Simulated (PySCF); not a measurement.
**[YbO(OH)]− relaxed at several levels**

Computed with PySCF 2.14.0, PBE0, def2-SVP on the ligands, density fitting, scalar-relativistic core potentials, no spin-orbit coupling, vacuum. Each row is relaxed at its own level from the same template. Distances are means of the shortest metal–ligand contacts, charges and spins Mulliken's. lcecp potentials hold a fixed number of 4f electrons in the core, out of states, spins and gaps.

| level | basis on the metal | point group | M–O (Å) | M–OH (Å) | charge on M (e) | HOMO–LUMO gap (eV) | unstable modes (below −25 cm⁻¹) |
| --- | --- | --- | --- | --- | --- | --- | --- |
| PBE0 | lcecp-0-SVP with ECP60 | Cs | 2.057 | 2.212 | 0.19 | – | 0 |

What does the calculation give for PBE0, def2-SVP with ECP28?

point group: Cs, M–O (Å): 1.900, M–OH (Å): 2.126, charge on M (e): 0.14, HOMO–LUMO gap (eV): 1.88, unstable modes (below −25 cm⁻¹): 0.
```xyz
4

Yb   -0.0902   -0.0505   -0.4420
O     1.1042    0.0443    1.0330
O    -2.0852    0.0133    0.2888
H    -2.1098    0.0817    1.2488
```

One start shape was tried for each, so a minimum needn't be the lowest isomer. Small gap, closed shell not tested for a spin-broken solution: [YbO(OH)]−.
